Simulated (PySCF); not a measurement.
A calculated (LC-wPBE, PySCF 2.14, x2c-TZVPPall, scalar relativity by spin-free X2C-1e) atom or ion has these occupied shells.

| shell | electrons | orbital energy (eV) | rms radius, mean of both spins (bohr) |
| --- | --- | --- | --- |
| 1s β | 1 | -3949.9 | 0.0888 |
| 1s α | 1 | -3949.9 | 0.0888 |
| 2s α | 1 | -415.63 | 0.396 |
| 2s β | 1 | -415.53 | 0.396 |
| 2p α | 3 | -335.92 | 0.364 |
| 2p β | 3 | -335.85 | 0.364 |
| 3s α | 1 | -48.936 | 1.26 |
| 3s β | 1 | -48.328 | 1.26 |
| 3p α | 3 | -29.266 | 1.41 |
| 3p β | 3 | -28.439 | 1.41 |
| 3d α | 2 | -2.479 | 3.65 |

Question: Name the element and its charge.

Answer: Ca (calcium, neutral), in [Ar] 3d2, high-spin 3F determinant (an excited configuration).
